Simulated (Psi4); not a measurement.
C5H4N (SMILES [c-]1cccnc1), charge -1, singlet, at a GFN2-xTB geometry (a gas-phase anion, which may not be bound at this level); CCSD(T)/STO-3G run with Psi4.

Psi4 was given this input:
```
memory 2 GB

molecule {
-1 1
  N    -0.01597523   -0.02962172    1.38373483
  C     0.01557545   -0.06582818   -1.36989980
  C    -0.00521036    1.10543325    0.69612625
  C    -0.01054599   -1.15662589    0.66382466
  C     0.00511221   -1.33380566   -0.73772362
  C     0.01077742    1.14303371   -0.68694833
  H     0.02830252   -0.02508551   -2.46852276
  H    -0.00972220    2.02524692    1.29071120
  H    -0.02017221   -2.05150868    1.30507188
  H     0.01916619    2.10545597   -1.20567905
}

set basis sto-3g

energy('ccsd(t)')
print_variables()
```

Output, abridged:

```
   => Loading Basis Set <=

    Name: STO-3G
    Role: ORBITAL
    Keyword: BASIS

         ---------------------------------------------------------
                                   SCF
               by Justin Turney, Rob Parrish, Andy Simmonett
                          and Daniel G. A. Smith
                              RHF Reference
         ---------------------------------------------------------

  ==> Geometry <==

    Molecular point group: c1
    Full point group: C1

    Geometry (in Angstrom), charge = -1, multiplicity = 1:

       Center              X                  Y                   Z               Mass
    ------------   -----------------  -----------------  -----------------  -----------------
         N           -0.015751152487    -0.003503406973     1.369968669028    14.003074004430
         C            0.015799527513    -0.039709866973    -1.383665960972    12.000000000000
         C           -0.004986282487     1.131551563027     0.682360089028    12.000000000000
         C           -0.010321912487    -1.130507576973     0.650058499028    12.000000000000
         C            0.005336287513    -1.307687346973    -0.751489780972    12.000000000000
         C            0.011001497513     1.169152023027    -0.700714490972    12.000000000000
         H            0.028526597513     0.001032803027    -2.482288920972     1.007825032230
         H           -0.009498122487     2.051365233027     1.276945039028     1.007825032230
         H           -0.019948132487    -2.025390366973     1.291305719028     1.007825032230
         H            0.019390267513     2.131574283027    -1.219445210972     1.007825032230

  Running in c1 symmetry.

  Rotational constants: A =      0.20928  B =      0.20147  C =      0.10265 [cm^-1]
  Rotational constants: A =   6273.93676  B =   6039.91257  C =   3077.35043 [MHz]
  Nuclear repulsion =  196.551653245664539

  Charge       = -1
  Multiplicity = 1
  Electrons    = 42
  Nalpha       = 21
  Nbeta        = 21

  ==> Algorithm <==

  SCF Algorithm Type is PK.
  DIIS enabled.
  MOM disabled.
  Fractional occupation disabled.
  Guess Type is SAD.
  Energy threshold   = 1.00e-08
  Density threshold  = 1.00e-08
  Integral threshold = 1.00e-12

  ==> Primary Basis <==

  Basis Set: STO-3G
    Blend: STO-3G
    Number of shells: 22
    Number of basis functions: 34
    Number of Cartesian functions: 34
    Spherical Harmonics?: true
    Max angular momentum: 1

  ==> Integral Setup <==

  Using in-core PK algorithm.
   Calculation information:
      Number of atoms:                  10
      Number of AO shells:              22
      Number of primitives:             66
      Number of atomic orbitals:        34
      Number of basis functions:        34

      Integral cutoff                 1.00e-12
      Number of threads:                 1

  Performing in-core PK
  Using 354620 doubles for integral storage.
  We computed 29871 shell quartets total.
  Whereas there are 32131 unique shell quartets.

  ==> DiskJK: Disk-Based J/K Matrices <==

    J tasked:                  Yes
    K tasked:                  Yes
    wK tasked:                  No
    Schwarz Cutoff:          1E-12

  Minimum eigenvalue in the overlap matrix is 1.7971396198E-01.
  Reciprocal condition number of the overlap matrix is 7.2010355600E-02.
    Using symmetric orthogonalization.

  ==> Pre-Iterations <==

  SCF Guess: Superposition of Atomic Densities via on-the-fly atomic UHF (no occupation information).

   -------------------------
    Irrep   Nso     Nmo
   -------------------------
     A         34      34
   -------------------------
    Total      34      34
   -------------------------

  ==> Iterations <==

                        Total Energy        Delta E     RMS |[F,P]|

   @RHF iter SAD:  -239.12219911087681   -2.39122e+02   0.00000e+00
   @RHF iter   1:  -242.73586264219759   -3.61366e+00   1.07452e-02 DIIS/ADIIS
[...]
  @RHF Final Energy:  -242.84238134503167
    Total Energy =                       -242.8423813450316402
[...]
     5        -0.393727231471920    1.692e-03    0.007960    0.036858    0.036858    0.216382
     6        -0.393677885356851    5.884e-04    0.007977    0.037137    0.037137    0.216391
     7        -0.393682611221209    2.018e-04    0.007985    0.037250    0.037250    0.216402
     8        -0.393688412426572    5.958e-05    0.007989    0.037291    0.037291    0.216409
     9        -0.393687747548549    1.867e-05    0.007990    0.037297    0.037297    0.216406
    10        -0.393687468019748    7.468e-06    0.007990    0.037300    0.037300    0.216406
    11        -0.393687454692314    2.656e-06    0.007990    0.037300    0.037300    0.216406
    12        -0.393687529125320    9.979e-07    0.007990    0.037300    0.037300    0.216406
    13        -0.393687590922843    4.177e-07    0.007990    0.037300    0.037300    0.216406
    14        -0.393687601231310    1.771e-07    0.007990    0.037300    0.037300    0.216406
    15        -0.393687596365900    7.540e-08    0.007990    0.037300    0.037300    0.216406

    Iterations converged.

    Largest TIA Amplitudes:
             19   1         0.0339174900
             20   8        -0.0178363322
             19   2        -0.0150850278
             17   7         0.0133131253
             20   5        -0.0106482374
             20   7         0.0080719108
             20  11        -0.0079356292
             18   0         0.0077776711
             17   3        -0.0068730662
             16   7         0.0066741009

    Largest TIjAb Amplitudes:
     18  18   0   0        -0.1287142080
     19  19   1   1        -0.1064774746
     18  19   1   0        -0.0656415438
     19  18   0   1        -0.0656415438
     19  19   0   0        -0.0549848729
     15  18   0   2        -0.0526270351
     18  15   2   0        -0.0526270351
     15  15   1   1        -0.0448790814
     15  19   1   2        -0.0432714906
     19  15   2   1        -0.0432714906

    SCF energy       (wfn)                    = -242.842381345031669
    Reference energy (file100)                = -242.842381345031839

    Opposite-spin MP2 correlation energy      =   -0.261481261983759
    Same-spin MP2 correlation energy          =   -0.073114514437542
    Singles MP2 correlation energy            =   -0.000000000000000
    MP2 correlation energy                    =   -0.334595776421300
      * MP2 total energy                      = -243.176977121453149

    Opposite-spin CCSD correlation energy     =   -0.328781183080483
    Same-spin CCSD correlation energy         =   -0.064906413285417
    Singles CCSD correlation energy           =    0.000000000000000
    CCSD correlation energy                   =   -0.393687596365900
      * CCSD total energy                     = -243.236068941397747

            **************************
            *                        *
            *        CCTRIPLES       *
            *                        *
            **************************

    Wave function   =    CCSD_T
    Reference wfn   =      RHF

    Nuclear Rep. energy (wfn)                =  196.551653245664539
    SCF energy          (wfn)                = -242.842381345031669
    Reference energy    (file100)            = -242.842381345031839
    CCSD energy         (file100)            =   -0.393687596365900
    Total CCSD energy   (file100)            = -243.236068941397747

    Number of ijk index combinations:             1771
    Approx. words needed per explicit thread:            8788
    Number of threads for explicit ijk threading:    1

    MKL num_threads set to 1 for explicit threading.

    (T) energy                                =   -0.010487438765512
      * CCSD(T) total energy                  = -243.246556380163241

  Variable Map:
  ----------------------------------------------------------------------------
[...]
  Array Variable Map:
  ----------------------------------------------------------------------------
[...]
[...]
```
